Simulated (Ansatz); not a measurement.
C6H19GeN3O (`C[N](C)[Ge]([OH])([N](C)C)[N](C)C`). Total charge 0; spin multiplicity 1. All single points use the PBE0-D4/def2-TZVP geometry. It is one conformer, not always the lowest.

```xyz
30

C     0.281   -0.837   -2.820
N     0.752   -0.473   -1.506
C     1.825    0.489   -1.521
Ge   -0.382   -0.465   -0.081
O    -1.611   -1.662   -0.562
N    -1.299    1.059    0.357
C    -0.578    2.188    0.894
C    -2.432    1.448   -0.448
N     0.616   -0.850    1.386
C     1.705   -1.792    1.304
C     0.073   -0.706    2.713
H     1.095   -1.298   -3.396
H    -0.530   -1.560   -2.746
H    -0.079    0.028   -3.399
H     2.691    0.087   -2.063
H     1.547    1.438   -2.008
H     2.151    0.716   -0.503
H    -2.225   -1.847    0.152
H     0.293    1.853    1.460
H    -0.228    2.880    0.111
H    -1.219    2.764    1.574
H    -3.168    1.988    0.163
H    -2.154    2.111   -1.283
H    -2.924    0.568   -0.866
H     2.555   -1.454    1.912
H     1.419   -2.791    1.666
H     2.042   -1.891    0.272
H     0.828   -0.303    3.402
H    -0.777   -0.022    2.706
H    -0.266   -1.667    3.131
```

Task: What is the dipole moment at ωB97M-V/def2-TZVPP? (Best estimate.)

Result: Ansatz gave: 1.19 D, with components (0.02, 0.81, 0.87) D in this frame, pointing from negative to positive charge.

Task: And with PBE, r2SCAN, B3LYP? (Best estimate.)

Result: Ansatz gave: PBE 1.12 D, r2SCAN 1.16 D, B3LYP 1.19 D.

Task: Give the Mulliken charges with ωB97M-V, B3LYP, PBE in def2-TZVPP. (An estimate is asked.)

Result: The calculation gave: 
```json
{"atom": "C1", "ωB97M-V": "-0.25", "B3LYP": "-0.19", "PBE": "-0.19"}
{"atom": "N2", "ωB97M-V": "-0.25", "B3LYP": "-0.24", "PBE": "-0.17"}
{"atom": "C3", "ωB97M-V": "-0.26", "B3LYP": "-0.19", "PBE": "-0.18"}
{"atom": "Ge4", "ωB97M-V": "0.48", "B3LYP": "0.57", "PBE": "0.39"}
{"atom": "O5", "ωB97M-V": "-0.40", "B3LYP": "-0.42", "PBE": "-0.38"}
{"atom": "N6", "ωB97M-V": "-0.25", "B3LYP": "-0.25", "PBE": "-0.18"}
{"atom": "C7", "ωB97M-V": "-0.27", "B3LYP": "-0.20", "PBE": "-0.19"}
{"atom": "C8", "ωB97M-V": "-0.25", "B3LYP": "-0.19", "PBE": "-0.19"}
{"atom": "N9", "ωB97M-V": "-0.23", "B3LYP": "-0.24", "PBE": "-0.16"}
{"atom": "C10", "ωB97M-V": "-0.24", "B3LYP": "-0.18", "PBE": "-0.18"}
{"atom": "C11", "ωB97M-V": "-0.26", "B3LYP": "-0.19", "PBE": "-0.18"}
{"atom": "H12", "ωB97M-V": "0.11", "B3LYP": "0.08", "PBE": "0.08"}
{"atom": "H13", "ωB97M-V": "0.12", "B3LYP": "0.11", "PBE": "0.10"}
{"atom": "H14", "ωB97M-V": "0.10", "B3LYP": "0.07", "PBE": "0.07"}
{"atom": "H15", "ωB97M-V": "0.12", "B3LYP": "0.09", "PBE": "0.08"}
{"atom": "H16", "ωB97M-V": "0.12", "B3LYP": "0.08", "PBE": "0.08"}
{"atom": "H17", "ωB97M-V": "0.11", "B3LYP": "0.09", "PBE": "0.09"}
{"atom": "H18", "ωB97M-V": "0.15", "B3LYP": "0.16", "PBE": "0.16"}
{"atom": "H19", "ωB97M-V": "0.12", "B3LYP": "0.10", "PBE": "0.09"}
{"atom": "H20", "ωB97M-V": "0.11", "B3LYP": "0.08", "PBE": "0.08"}
{"atom": "H21", "ωB97M-V": "0.12", "B3LYP": "0.09", "PBE": "0.08"}
{"atom": "H22", "ωB97M-V": "0.11", "B3LYP": "0.09", "PBE": "0.08"}
{"atom": "H23", "ωB97M-V": "0.10", "B3LYP": "0.07", "PBE": "0.07"}
{"atom": "H24", "ωB97M-V": "0.11", "B3LYP": "0.09", "PBE": "0.08"}
{"atom": "H25", "ωB97M-V": "0.11", "B3LYP": "0.08", "PBE": "0.08"}
{"atom": "H26", "ωB97M-V": "0.11", "B3LYP": "0.08", "PBE": "0.07"}
{"atom": "H27", "ωB97M-V": "0.11", "B3LYP": "0.09", "PBE": "0.09"}
{"atom": "H28", "ωB97M-V": "0.12", "B3LYP": "0.09", "PBE": "0.08"}
{"atom": "H29", "ωB97M-V": "0.11", "B3LYP": "0.09", "PBE": "0.08"}
{"atom": "H30", "ωB97M-V": "0.11", "B3LYP": "0.08", "PBE": "0.08"}
```

B3LYP here is the variant with VWN-RPA as its local correlation; programs differ in this.
